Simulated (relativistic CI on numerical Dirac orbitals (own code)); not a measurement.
**Line list: Electric-dipole lines, Au XLV**

These numbers are calculated, not measured: Dirac-Coulomb-Breit CI, separate exchange-only KLI orbitals for each configuration, model QED, unscaled Slater integrals (own radial code, finite nucleus).

Configurations in the expansion (outside the closed core [Ar] 3d10): 4s2 4p5, 4s 4p6, 4s2 4p4 4d, 4s 4p5 4d, 4s2 4p4 4f, 4s 4p5 4f, 4p6 4d, 4s 4p4 4d2, 4s2 4p3 4d 4f, 4p6 4f, 4p5 4d 4f, 4p5 4d2, 4p4 4d3, 4p4 4d2 4f. Double excitations out of closed p, d and f shells are left out; levels of such configurations are missing from the list, as are those of other unlisted configurations, and high levels can miss mixing partners.

```tsv
λ vac (Å)	Lower	Upper	A (s⁻¹)	log gf	S velocity/length
36.400	4s 4p6 2S_1/2 [14]	4s 4p5 4d 2P°_3/2 [105]	1.91e+12	0.18	0.92
38.312	4s2 4p5 2P°_3/2 [1]	4s2 4p4 4d 2S_1/2 [22]	4.05e+12	0.25	0.83
38.364	4s2 4p5 2P°_3/2 [1]	4s2 4p4 4d 2P_3/2 [20]	2.76e+12	0.39	0.77
38.371	4s2 4p5 2P°_3/2 [1]	4s2 4p4 4d 2D_5/2 [19]	3.07e+12	0.61	0.84
38.736	4s2 4p5 2P°_1/2 [2]	4s2 4p4 4d 2D_3/2 [50]	2.44e+12	0.34	0.83
44.712	4s2 4p4 4d 4D_5/2 [4]	4s 4p5 4d 2D°_3/2 [48]	7.14e+11	-0.07	1.05
45.175	4s2 4p4 4d 2F_7/2 [6]	4s 4p5 4d 2F°_5/2 [47]	9.29e+11	0.23	1.09
45.188	4s2 4p4 4d 4F_9/2 [9]	4s 4p5 4d 2F°_7/2 [55]	9.07e+11	0.35	1.07
46.211	4s2 4p4 4d 2G_7/2 [18]	4s 4p5 4d 2F°_5/2 [81]	1.06e+12	0.31	1.07
46.363	4s2 4p4 4d 2D_5/2 [13]	4s 4p5 4d 2P°_3/2 [58]	1.14e+12	0.17	1.11
46.767	4s2 4p4 4d 2G_9/2 [25]	4s 4p5 4d 2F°_7/2 [111]	1.07e+12	0.45	1.05
46.823	4s2 4p4 4d 2D_5/2 [11]	4s 4p5 4d 2D°_5/2 [56]	9.95e+11	0.29	1.17
46.869	4s2 4p4 4d 2D_3/2 [7]	4s 4p5 4d 2F°_5/2 [47]	5.92e+11	0.07	1.14
47.086	4s2 4p4 4d 4D_5/2 [4]	4s 4p5 4d 4D°_5/2 [44]	5.36e+11	0.03	1.07
47.462	4s2 4p4 4d 2F_7/2 [6]	4s 4p5 4d 4F°_7/2 [45]	5.67e+11	0.18	1.15
47.752	4s2 4p4 4d 2F_7/2 [8]	4s 4p5 4d 2D°_5/2 [51]	6.54e+11	0.13	1.13
48.865	4s2 4p4 4d 2F_7/2 [8]	4s 4p5 4d 4F°_9/2 [49]	3.35e+11	0.08	1.07
49.173	4s2 4p4 4d 4F_9/2 [9]	4s 4p5 4d 4F°_9/2 [49]	6.57e+11	0.38	1.19
49.443	4s2 4p5 2P°_3/2 [1]	4s 4p6 2S_1/2 [14]	8.92e+11	-0.18	1.06
51.705	4s2 4p4 4d 2G_7/2 [18]	4s2 4p4 4f 2H°_9/2 [64]	4.96e+11	0.30	1.24
52.058	4s2 4p4 4d 2F_7/2 [6]	4s2 4p4 4f 4G°_9/2 [34]	3.41e+11	0.14	1.23
54.015	4s2 4p5 2P°_1/2 [2]	4s2 4p4 4d 2P_1/2 [29]	1.83e+12	0.20	0.71
55.657	4s2 4p5 2P°_1/2 [2]	4s2 4p4 4d 2D_3/2 [28]	1.05e+12	0.29	0.76
55.937	4s2 4p4 4d 4D_7/2 [21]	4s2 4p4 4f 4F°_9/2 [65]	4.87e+11	0.36	1.15
56.356	4s2 4p4 4d 4F_9/2 [9]	4s2 4p4 4f 4G°_11/2 [38]	4.39e+11	0.40	1.24
56.380	4s2 4p5 2P°_3/2 [1]	4s2 4p4 4d 2D_5/2 [13]	8.50e+11	0.39	0.78
56.558	4s2 4p4 4d 2G_9/2 [25]	4s2 4p4 4f 2H°_11/2 [69]	4.24e+11	0.39	1.25
56.755	4s2 4p4 4d 2F_7/2 [8]	4s2 4p4 4f 2G°_9/2 [35]	2.23e+11	0.03	1.23
57.399	4s2 4p5 2P°_3/2 [1]	4s2 4p4 4d 2D_3/2 [12]	6.38e+11	0.10	0.67
59.725	4s2 4p4 4f 4G°_11/2 [38]	4s2 4p3 4d 4f 4H_13/2 [159]	4.30e+11	0.51	0.82
```

Terms are leading LS components. Brackets give the number of a level in order of energy, since labels repeat. The list gives strong lines, with weight on those to low levels, among the lowest 200 of 2245 levels, so that lines to higher ones, which can be the strongest, are missing. Levels whose partners in the same complex of configurations lie outside the list can be far off, and so can their lines. Rates are taken at the computed energies, electric ones in the length gauge. A velocity-to-length ratio far from 1 marks an uncertain rate.

At this charge energies of transitions that change n are usually good to better than 1 %, and those within a shell (Δn = 0) to a few per cent.

LS names give the leading component of a level, which can be under half, so a name can repeat, a term be missing and a line seem to break the LS rules.
